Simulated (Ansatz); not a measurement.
Two isomers of CH7NO2Si: A = `CN[SiH](O)O`, B = `NC(O)O[SiH3]`.

Calculated with Ansatz (gas phase, PBE0-D4/def2-TZVP geometries, no zero-point term in ΔE). CCSD(T)/CBS adds triple-zeta CCSD(T) − MP2 to the extrapolated MP2 energy (def2 sets, frozen cores). Functionals use def2-TZVPP. B3LYP here is the variant with VWN-RPA as its local correlation; programs differ in this. One conformer a species, not always the lowest.

Which is lower in electronic energy at CCSD(T)/CBS, and by how much? (Estimate.)

Ansatz gave: A, by 278.3 kJ/mol.

Give E(B) − E(A) in kJ/mol with CCSD/def2-TZVPP, B3LYP, HF/def2-TZVPP, CCSD(T)/def2-TZVPP, B2PLYP, ωB97M-V, r2SCAN-D4. (An estimate is asked.)

The calculation gave: CCSD/def2-TZVPP 271.3, B3LYP 267.1, HF/def2-TZVPP 268.2, CCSD(T)/def2-TZVPP 269.0, B2PLYP 273.1, ωB97M-V 268.7, r2SCAN-D4 268.2. None reverses the order clearly.

Largest T1 diagnostic: 0.011.

From PBE to PBE0 (25 % exact exchange), in def2-TZVPP and without D4, E(B) − E(A) moves by +7.4 kJ/mol.
